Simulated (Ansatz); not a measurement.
C3H7GeN can be A, `C[CH]([GeH3])C#N`, or B, `[CH]1=NC[CH2][GeH2]1`.

Gas-phase electronic energies from Ansatz, PBE0-D4/def2-TZVP geometries. CCSD(T)/CBS is the MP2 limit (def2-TZVPP, def2-QZVPP) plus CCSD(T) − MP2 in def2-TZVPP, frozen cores. DFT in def2-TZVPP. For Ge outer-core shells are correlated without core-valence functions, which leaves a few kJ/mol of doubt a bond. Scalar relativity is left out up to krypton.

A:

```xyz
12

C     1.034   -0.900   -0.549
C     0.415    0.406   -0.049
Ge   -1.187    0.072    1.084
C     0.038    1.282   -1.136
N    -0.291    1.963   -2.004
H     1.926   -0.707   -1.148
H     1.318   -1.531    0.295
H     0.328   -1.457   -1.169
H     1.127    0.945    0.583
H    -1.752    1.405    1.586
H    -0.730   -0.799    2.265
H    -2.225   -0.680    0.241
```

B:

Z-matrix (Å, degrees):
```
C
N 1 1.457
C 1 1.543 2 116.0
H 1 1.094 2 106.4 3 124.2
H 1 1.094 2 106.2 3 -123.8
C 2 1.264 1 117.6 3 2.4
Ge 3 1.959 1 104.4 2 -3.2
H 3 1.090 1 111.8 2 -123.5
H 3 1.090 1 111.6 2 115.9
H 6 1.090 2 118.0 1 179.6
H 7 1.539 3 115.2 1 -113.5
H 7 1.539 3 115.1 1 118.8
```

Q: Which isomer does CCSD(T)/CBS put lower? Give the gap. (Estimate.)

A: Computed: A, by 6.8 kcal/mol.

Q: Give E(B) − E(A) in kcal/mol with PBE0-D4, PBE-D4, MP2/def2-TZVPP, CCSD(T)/def2-TZVPP, CCSD/def2-TZVPP, HF/def2-TZVPP, ωB97M-V. (Best estimate.)

A: Computed: PBE0-D4 2.6, PBE-D4 2.7, MP2/def2-TZVPP 10.1, CCSD(T)/def2-TZVPP 8.4, CCSD/def2-TZVPP 9.2, HF/def2-TZVPP 14.8, ωB97M-V 6.8. None reverses the order clearly.

Largest T1 diagnostic: 0.012.

The D4 term adds −0.9 kcal/mol with B3LYP and −0.4 kcal/mol with PBE0; it sums over pairs of atoms, weighted by their polarisabilities, and B3LYP, whose exchange is more repulsive, gets the larger term. In def2-TZVPP, CCSD(T) changes the Hartree–Fock value by −6.5 kcal/mol (the triples alone add −0.9 kcal/mol) and MP2 by −4.8 kcal/mol.

B3LYP here is the variant with VWN-RPA as its local correlation; programs differ in this.
